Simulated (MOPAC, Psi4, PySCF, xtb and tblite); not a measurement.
Torsional profile of SMILES CC(=O)C[SiH3] (C3H8OSi). Scanned: dihedral O3–C2–C4–Si5; all other coordinates were relaxed at GFN2-xTB. Points at φ and −φ are mirror images. Heavy atoms are numbered in the order of the SMILES CC(=O)C[SiH3], hydrogens after them in the order of the atoms that carry them; the mirror image has the same energies with the sign of each dihedral reversed.

Levels of theory: GFN2-xTB (xtb and tblite); AM1, restricted, heats of formation // GFN2-xTB (MOPAC); RHF/LANL2DZ = restricted Hartree-Fock/LANL2DZ, with its core potentials past Ne // GFN2-xTB run with PySCF; MP2/cc-pVTZ = Psi4 with DF-MP2 (frozen core)/cc-pVTZ // GFN2-xTB.

Energies relative to the lowest point of each profile, in mEh; the last columns give the difference from MP2:

```json
[
 {"φ / °": "-165", "GFN2-xTB": "6.3", "AM1": "5.4", "RHF/LANL2DZ": "5.8", "MP2/cc-pVTZ": "5.6", "GFN2-xTB − MP2/cc-pVTZ": "0.6", "AM1 − MP2/cc-pVTZ": "-0.2", "RHF/LANL2DZ − MP2/cc-pVTZ": "0.2"},
 {"φ / °": "-150", "GFN2-xTB": "4.7", "AM1": "4.2", "RHF/LANL2DZ": "4.2", "MP2/cc-pVTZ": "4.0", "GFN2-xTB − MP2/cc-pVTZ": "0.7", "AM1 − MP2/cc-pVTZ": "0.2", "RHF/LANL2DZ − MP2/cc-pVTZ": "0.1"},
 {"φ / °": "-135", "GFN2-xTB": "3.1", "AM1": "2.7", "RHF/LANL2DZ": "2.5", "MP2/cc-pVTZ": "2.5", "GFN2-xTB − MP2/cc-pVTZ": "0.6", "AM1 − MP2/cc-pVTZ": "0.3", "RHF/LANL2DZ − MP2/cc-pVTZ": "0.0"},
 {"φ / °": "-120", "GFN2-xTB": "1.7", "AM1": "1.3", "RHF/LANL2DZ": "1.3", "MP2/cc-pVTZ": "1.4", "GFN2-xTB − MP2/cc-pVTZ": "0.4", "AM1 − MP2/cc-pVTZ": "-0.1", "RHF/LANL2DZ − MP2/cc-pVTZ": "-0.1"},
 {"φ / °": "-105", "GFN2-xTB": "0.8", "AM1": "0.0", "RHF/LANL2DZ": "0.6", "MP2/cc-pVTZ": "0.7", "GFN2-xTB − MP2/cc-pVTZ": "0.1", "AM1 − MP2/cc-pVTZ": "-0.7", "RHF/LANL2DZ − MP2/cc-pVTZ": "-0.1"},
 {"φ / °": "-90", "GFN2-xTB": "0.0", "AM1": "0.0", "RHF/LANL2DZ": "0.0", "MP2/cc-pVTZ": "0.0", "GFN2-xTB − MP2/cc-pVTZ": "0.0", "AM1 − MP2/cc-pVTZ": "0.0", "RHF/LANL2DZ − MP2/cc-pVTZ": "0.0"},
 {"φ / °": "-75", "GFN2-xTB": "0.1", "AM1": "1.4", "RHF/LANL2DZ": "0.3", "MP2/cc-pVTZ": "0.2", "GFN2-xTB − MP2/cc-pVTZ": "-0.1", "AM1 − MP2/cc-pVTZ": "1.2", "RHF/LANL2DZ − MP2/cc-pVTZ": "0.1"},
 {"φ / °": "-60", "GFN2-xTB": "0.9", "AM1": "3.0", "RHF/LANL2DZ": "0.8", "MP2/cc-pVTZ": "1.0", "GFN2-xTB − MP2/cc-pVTZ": "0.0", "AM1 − MP2/cc-pVTZ": "2.0", "RHF/LANL2DZ − MP2/cc-pVTZ": "-0.1"},
 {"φ / °": "-45", "GFN2-xTB": "1.8", "AM1": "3.9", "RHF/LANL2DZ": "1.0", "MP2/cc-pVTZ": "1.5", "GFN2-xTB − MP2/cc-pVTZ": "0.3", "AM1 − MP2/cc-pVTZ": "2.4", "RHF/LANL2DZ − MP2/cc-pVTZ": "-0.5"},
 {"φ / °": "-30", "GFN2-xTB": "2.2", "AM1": "3.9", "RHF/LANL2DZ": "1.2", "MP2/cc-pVTZ": "1.5", "GFN2-xTB − MP2/cc-pVTZ": "0.7", "AM1 − MP2/cc-pVTZ": "2.4", "RHF/LANL2DZ − MP2/cc-pVTZ": "-0.2"},
 {"φ / °": "-15", "GFN2-xTB": "2.3", "AM1": "3.2", "RHF/LANL2DZ": "1.7", "MP2/cc-pVTZ": "1.6", "GFN2-xTB − MP2/cc-pVTZ": "0.7", "AM1 − MP2/cc-pVTZ": "1.6", "RHF/LANL2DZ − MP2/cc-pVTZ": "0.1"},
 {"φ / °": "0", "GFN2-xTB": "2.4", "AM1": "2.8", "RHF/LANL2DZ": "1.9", "MP2/cc-pVTZ": "1.6", "GFN2-xTB − MP2/cc-pVTZ": "0.8", "AM1 − MP2/cc-pVTZ": "1.1", "RHF/LANL2DZ − MP2/cc-pVTZ": "0.2"},
 {"φ / °": "15", "GFN2-xTB": "2.3", "AM1": "3.2", "RHF/LANL2DZ": "1.7", "MP2/cc-pVTZ": "1.6", "GFN2-xTB − MP2/cc-pVTZ": "0.7", "AM1 − MP2/cc-pVTZ": "1.6", "RHF/LANL2DZ − MP2/cc-pVTZ": "0.1"},
 {"φ / °": "30", "GFN2-xTB": "2.2", "AM1": "3.9", "RHF/LANL2DZ": "1.2", "MP2/cc-pVTZ": "1.5", "GFN2-xTB − MP2/cc-pVTZ": "0.7", "AM1 − MP2/cc-pVTZ": "2.4", "RHF/LANL2DZ − MP2/cc-pVTZ": "-0.2"},
 {"φ / °": "45", "GFN2-xTB": "1.8", "AM1": "3.9", "RHF/LANL2DZ": "1.0", "MP2/cc-pVTZ": "1.5", "GFN2-xTB − MP2/cc-pVTZ": "0.3", "AM1 − MP2/cc-pVTZ": "2.4", "RHF/LANL2DZ − MP2/cc-pVTZ": "-0.5"},
 {"φ / °": "60", "GFN2-xTB": "0.9", "AM1": "3.0", "RHF/LANL2DZ": "0.8", "MP2/cc-pVTZ": "1.0", "GFN2-xTB − MP2/cc-pVTZ": "0.0", "AM1 − MP2/cc-pVTZ": "2.0", "RHF/LANL2DZ − MP2/cc-pVTZ": "-0.1"},
 {"φ / °": "75", "GFN2-xTB": "0.1", "AM1": "1.4", "RHF/LANL2DZ": "0.3", "MP2/cc-pVTZ": "0.2", "GFN2-xTB − MP2/cc-pVTZ": "-0.1", "AM1 − MP2/cc-pVTZ": "1.2", "RHF/LANL2DZ − MP2/cc-pVTZ": "0.1"},
 {"φ / °": "90", "GFN2-xTB": "0.0", "AM1": "0.0", "RHF/LANL2DZ": "0.0", "MP2/cc-pVTZ": "0.0", "GFN2-xTB − MP2/cc-pVTZ": "0.0", "AM1 − MP2/cc-pVTZ": "0.0", "RHF/LANL2DZ − MP2/cc-pVTZ": "0.0"},
 {"φ / °": "105", "GFN2-xTB": "0.8", "AM1": "0.0", "RHF/LANL2DZ": "0.6", "MP2/cc-pVTZ": "0.7", "GFN2-xTB − MP2/cc-pVTZ": "0.1", "AM1 − MP2/cc-pVTZ": "-0.7", "RHF/LANL2DZ − MP2/cc-pVTZ": "-0.1"},
 {"φ / °": "120", "GFN2-xTB": "1.7", "AM1": "1.3", "RHF/LANL2DZ": "1.3", "MP2/cc-pVTZ": "1.4", "GFN2-xTB − MP2/cc-pVTZ": "0.4", "AM1 − MP2/cc-pVTZ": "-0.1", "RHF/LANL2DZ − MP2/cc-pVTZ": "-0.1"},
 {"φ / °": "135", "GFN2-xTB": "3.1", "AM1": "2.7", "RHF/LANL2DZ": "2.5", "MP2/cc-pVTZ": "2.5", "GFN2-xTB − MP2/cc-pVTZ": "0.6", "AM1 − MP2/cc-pVTZ": "0.3", "RHF/LANL2DZ − MP2/cc-pVTZ": "0.0"},
 {"φ / °": "150", "GFN2-xTB": "4.7", "AM1": "4.2", "RHF/LANL2DZ": "4.2", "MP2/cc-pVTZ": "4.0", "GFN2-xTB − MP2/cc-pVTZ": "0.7", "AM1 − MP2/cc-pVTZ": "0.2", "RHF/LANL2DZ − MP2/cc-pVTZ": "0.1"},
 {"φ / °": "165", "GFN2-xTB": "6.3", "AM1": "5.4", "RHF/LANL2DZ": "5.8", "MP2/cc-pVTZ": "5.6", "GFN2-xTB − MP2/cc-pVTZ": "0.6", "AM1 − MP2/cc-pVTZ": "-0.2", "RHF/LANL2DZ − MP2/cc-pVTZ": "0.2"},
 {"φ / °": "180", "GFN2-xTB": "7.0", "AM1": "5.8", "RHF/LANL2DZ": "6.5", "MP2/cc-pVTZ": "6.4", "GFN2-xTB − MP2/cc-pVTZ": "0.6", "AM1 − MP2/cc-pVTZ": "-0.6", "RHF/LANL2DZ − MP2/cc-pVTZ": "0.1"}
]
```

GFN2-xTB is furthest from MP2/cc-pVTZ at 0 (0.8 mEh, above); its mean absolute difference over the points is 0.4 mEh.

AM1 is furthest from MP2/cc-pVTZ at -45 (2.4 mEh, above); its mean absolute difference over the points is 1.0 mEh.

RHF/LANL2DZ is furthest from MP2/cc-pVTZ at -45 (-0.5 mEh, below); its mean absolute difference over the points is 0.1 mEh.
